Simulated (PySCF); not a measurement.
**`CO[C@@H]1C=C[C@@H](O)CC1`, C₇H₁₂O₂**

Geometry:
```
atom   x (Å)   y (Å)   z (Å)
  C1  -3.101  -0.266  -0.349
  O2  -2.002  -0.804   0.337
  C3  -0.738  -0.497  -0.223
  C4   0.260  -1.413   0.427
  C5   1.470  -1.039   0.805
  C6   2.015   0.352   0.623
  O7   3.377   0.336   0.245
  C8   1.151   1.137  -0.370
  C9  -0.326   0.969  -0.034
 H10  -3.161   0.823  -0.244
 H11  -3.066  -0.517  -1.417
 H12  -3.988  -0.714   0.097
 H13  -0.769  -0.724  -1.308
 H14  -0.093  -2.421   0.586
 H15   2.151  -1.740   1.267
 H16   2.014   0.862   1.595
 H17   3.457  -0.137  -0.592
 H18   1.432   2.191  -0.348
 H19   1.341   0.757  -1.379
 H20  -0.928   1.618  -0.673
 H21  -0.505   1.245   1.007
```

Theory: GIAO B3LYP/pcSseg-1 magnetisability, rotational g tensor and spin-rotation constants, non-relativistic, gas phase (PySCF). Geometry: GFN2-xTB.

**Question.** Give the nuclear spin-rotation constants along the inertial axes (H = +C I·J) beside the isotropic shieldings.

**Answer.** Rotational constants 4.2560, 0.9250, 0.8011 GHz. A star marks the isotopologue with that one atom substituted, in its own axes.
| atom | isotope | Caa (kHz) | Cbb (kHz) | Ccc (kHz) | mean (kHz) | σ (ppm) |
| --- | --- | --- | --- | --- | --- | --- |
| H10 | 1H | -0.416 | 0.019 | -0.061 | -0.153 | 28.1 |
| H11 | 1H | -0.411 | -0.107 | 0.037 | -0.160 | 28.7 |
| H12 | 1H | 0.015 | -0.068 | -0.066 | -0.040 | 27.9 |
| H13 | 1H | -0.407 | -0.098 | 0.040 | -0.155 | 27.9 |
| H14 | 1H | -0.298 | 0.067 | -0.094 | -0.108 | 25.9 |
| H15 | 1H | -0.179 | 0.041 | -0.094 | -0.077 | 25.9 |
| H16 | 1H | -0.449 | -0.087 | 0.046 | -0.163 | 27.4 |
| H17 | 1H | -0.555 | -0.127 | 0.007 | -0.225 | 31.8 |
| H18 | 1H | -0.383 | 0.012 | -0.082 | -0.151 | 29.5 |
| H19 | 1H | -0.510 | -0.107 | 0.026 | -0.197 | 30.8 |
| H20 | 1H | -0.310 | -0.005 | -0.081 | -0.132 | 29.5 |
| H21 | 1H | -0.494 | -0.105 | 0.026 | -0.191 | 30.5 |
| C1 | 13C* | 0.788 | 0.204 | 0.179 | 0.390 | 122.6 |
| O2 | 17O* | -0.485 | -0.086 | -0.063 | -0.211 | 280.8 |
| C3 | 13C* | 0.962 | 0.262 | 0.190 | 0.471 | 98.3 |
| C4 | 13C* | 1.415 | 0.467 | 0.145 | 0.676 | 39.3 |
| C5 | 13C* | 1.447 | 0.455 | 0.147 | 0.683 | 39.6 |
| C6 | 13C* | 0.933 | 0.232 | 0.186 | 0.451 | 107.3 |
| O7 | 17O* | -0.491 | -0.116 | -0.078 | -0.228 | 258.7 |
| C8 | 13C* | 0.755 | 0.170 | 0.144 | 0.356 | 143.4 |
| C9 | 13C* | 0.793 | 0.161 | 0.122 | 0.359 | 149.9 |

For the geometry as given, no vibrational averaging.
